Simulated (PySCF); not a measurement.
CH4BBrO, SMILES CB(O)Br. Coordinates come from a PBE-D3(BJ)/def2-SVP optimisation. The values are those of a single conformer.

Computed equilibrium geometry at PBE-D3(BJ)/def2-SVP (PySCF confirms it by a frequency run) as Cartesian coordinates in Å, and its point group (one conformer of several):
point group Cs.
```xyz
8

B      0.1328     0.9576     0.0000
Br    -0.0763    -0.9969     0.0000
C     -1.1309     1.8813     0.0000
H     -1.7661     1.6719     0.8858
H     -0.8584     2.9547     0.0000
H     -1.7661     1.6719    -0.8858
O      1.3882     1.4680     0.0000
H      2.0749     0.7742     0.0000
```
